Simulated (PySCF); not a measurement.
Below is a simulated gas-phase Si 1s photoelectron spectrum of `N[SiH2]CC[SiH3]`.

Every computed line was given a Gaussian of 1.0 eV full width at half maximum and an area set by the number of equivalent atoms; the highest printed point is 100. Level of theory: PySCF 2.14.0, delta-SCF UKS SCAN, pcX-2 on the ionised atom, pcseg-1 elsewhere, spin-free X2C.

(binding energy (eV), intensity): (1844.7, 0), (1844.8, 0), (1844.9, 1), (1845.0, 1), (1845.1, 2), (1845.2, 4), (1845.3, 7), (1845.4, 12), (1845.5, 19), (1845.6, 28), (1845.7, 39), (1845.8, 52), (1845.9, 65), (1846.0, 79), (1846.1, 90), (1846.2, 97), (1846.3, 100), (1846.4, 98), (1846.5, 91), (1846.6, 80), (1846.7, 67), (1846.8, 53), (1846.9, 40), (1847.0, 29), (1847.1, 19), (1847.2, 13), (1847.3, 8), (1847.4, 4), (1847.5, 2), (1847.6, 1), (1847.7, 1), (1847.8, 0), (1847.9, 0)

How many maxima does the curve show, and how many computed lines lie under it?

The curve has 1 maximum (at 1846.3 eV). Under it lie 2 lines from 2 inequivalent silicon sites. At this width some lines have no maximum of their own.

Decompose the envelope and assign each component. Numbering: `[NH2:1][SiH2:2][CH2:3][CH2:4][SiH3:5]`.

```json
{"position (eV)": "1846.20", "relative area": "1", "line": "Si 1s", "atoms": "Si5", "environment": "SiH3 silicon"}
{"position (eV)": "1846.41", "relative area": "1", "line": "Si 1s", "atoms": "Si2", "environment": "SiH2 silicon"}
```

What are the centre and the root-mean-square width of the whole band?

The area-weighted mean of the lines is 1846.31 eV. Their own spread about it is 0.11 eV (rms) and each Gaussian has σ = 1.0/2.355 = 0.42 eV; the variances add, which gives 0.44 eV.

Above which line width would these two lines show one maximum?

Two equal Gaussians merge once their distance is under 2σ = FWHM/1.177. With 0.22 eV between them that is a full width over 0.26 eV.

The 2 Si 1s values lie within 0.21 eV of each other; Gaussian lines of 0.5 eV full width would blend them into one maximum.

The curve has no shake-up lines and no vibrational structure. One conformer (not necessarily the lowest) at the PBE0-D3(BJ)/def2-SVP geometry, without solvent, vibrations or thermal averaging.

Shape of the structure used: `[NH2:1][SiH2:2][CH2:3][CH2:4][SiH3:5]`: N1–Si2–C3–C4 -168°, Si2–C3–C4–Si5 -65°, H–N1–Si2–C3 61°, H–N1–Si2–C3 -159°.
